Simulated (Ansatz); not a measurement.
CH5BO2S, singlet, geometry from GFN2-xTB; HF/def2-TZVP in Ansatz (a quantum-chemistry and plane-wave program).

Ansatz was given this input:
Ansatz 0.2 input:
```yaml
crystal:
  periodic: [false, false, false]
  atoms:
    - {symbol: B, position_ang: [0.19338551, 0.18546886, 0.77484859]}
    - {symbol: O, position_ang: [0.04027480, -0.23235301, 2.05122654]}
    - {symbol: H, position_ang: [0.44084500, 0.28133141, 2.75297147]}
    - {symbol: O, position_ang: [0.87842093, 1.29142986, 0.38843077]}
    - {symbol: H, position_ang: [1.28959205, 1.82439581, 1.06908434]}
    - {symbol: S, position_ang: [-0.58173946, -0.81824935, -0.51533880]}
    - {symbol: C, position_ang: [-0.11004422, 0.11977163, -2.01227821]}
    - {symbol: H, position_ang: [-0.51491037, 1.12378447, -1.94956565]}
    - {symbol: H, position_ang: [-0.53501443, -0.41091748, -2.85639797]}
    - {symbol: H, position_ang: [0.97109105, 0.15480660, -2.08850366]}
basis:
  gaussian:
    orbitals: def2-TZVP
hamiltonian:
  xc: hf
```

It wrote (shortened):

```
Functional definition: HF
1364 factors; their error is unknown
mean field evaluation 1: about -16675.0817 eV, gradient 4.7e1 eV
mean field evaluation 2: about -16678.2104 eV, gradient 2.6e1 eV
mean field evaluation 4: about -16679.3000 eV, gradient 7.1e-1 eV
mean field evaluation 8: about -16679.4759 eV, gradient 5.3e-1 eV
mean field -16679.47619142 eV, -612.9594442797 hartree, gradient 2.7e-5 eV, S^2 0.000000; 0 other end points of the search recorded, 0 dependent functions left out
reference -16679.47619142 eV, -612.9594442797 hartree; 24, 24 occupied and 167, 167 virtual orbitals, 1364 factors
Total energy: -16679.47619142 eV, -612.9594442797 hartree
```
